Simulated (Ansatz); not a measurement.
A structure drawn as `Ic1cccs1`, with this starting geometry:

Cartesian coordinates in Å:
```
I 1.026 3.135 0.066
C 0.230 1.202 -0.126
C 0.782 0.123 0.486
C 0.022 -1.037 0.311
C -1.020 -0.821 -0.593
S -1.159 0.823 -1.045
H 1.646 0.172 1.179
H 0.263 -2.023 0.672
H -1.790 -1.577 -0.951
```

The species carries charge 0 and has multiplicity 1. I: def2 effective core potential.

(1) Does it keep its bonds when Ansatz relaxes it at PBE-D4/def2-SVP and then PBE0-D4/def2-TZVP?

(2) Give the relaxed structure. (Best estimate.)

Atoms count as bonded under 1.1 times the sum of their covalent radii (H–H under 0.85 Å, pairs among N, O and F under 1.55 Å), and a drawn bond as lost past 1.3 times.

Answers

(1) Yes, every drawn bond is still there and no new one forms.

(2) Computed: 
Z-matrix (Å, degrees):
```
C
C 1 1.365
S 1 1.710 2 111.9
I 1 2.060 2 127.1 3 -180.0
C 2 1.416 1 111.9 3 0.0
H 2 1.081 1 123.5 3 180.0
C 3 1.707 1 91.8 2 -0.0
H 5 1.082 2 123.7 1 180.0
H 7 1.079 3 120.2 1 180.0
```
All modes are real.
